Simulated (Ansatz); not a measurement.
Reaction (hydrogenolysis of a C–C bond): `O=CCBCl` + H₂ → `CBCl` + `C=O`

Program: Ansatz. Geometries: PBE0-D4/def2-TZVP. ΔE: electronic, gas phase. CCSD(T)/CBS is the MP2 limit (def2-TZVPP, def2-QZVPP) plus CCSD(T) − MP2 in def2-TZVPP, frozen cores. This one scheme is used for every species. Functionals use def2-TZVPP. Each species was taken in one conformer, which may not be the lowest.

| level | ΔE (eV) |
| --- | --- |
| LDA (SPW92) | -0.15 |
| r2SCANh-D4 | -0.26 |
| BHLYP-D4 | -0.37 |
| ωB97M-V | -0.32 |
| r2SCAN0 | -0.30 |
| HF/def2-SVP | -0.54 |
| MP2/def2-SVP | -0.31 |
| HF/def2-TZVPP | -0.52 |

Question: What does CCSD(T)/CBS give? (An estimate is asked.)

Answer: Computed: -0.32 eV. The listed levels differ from it by 0.17, 0.06, -0.05, 0.00, 0.02, -0.22, 0.01, -0.20 eV.

Question: What do rigid-rotor, harmonic-oscillator terms from PBE0-D4/def2-TZVP frequencies (298.15 K, 1 bar) make of the CCSD(T)/CBS value? (An estimate is asked.)

Answer: Ansatz gave: ΔZPE = +0.17 eV, ΔH = -0.18 eV, ΔS = 45 J/(mol·K), ΔG = -0.31 eV.

Largest T1 diagnostic among the species: 0.015.

The D4 term adds +0.08 eV with B3LYP and +0.04 eV with PBE0; it sums over pairs of atoms, weighted by their polarisabilities, and B3LYP, whose exchange is more repulsive, gets the larger term. From r2SCAN to r2SCAN0 (25 % exact exchange), in def2-TZVPP and without D4, ΔE moves by −0.05 eV.

B3LYP here is the variant with VWN-RPA as its local correlation; programs differ in this.
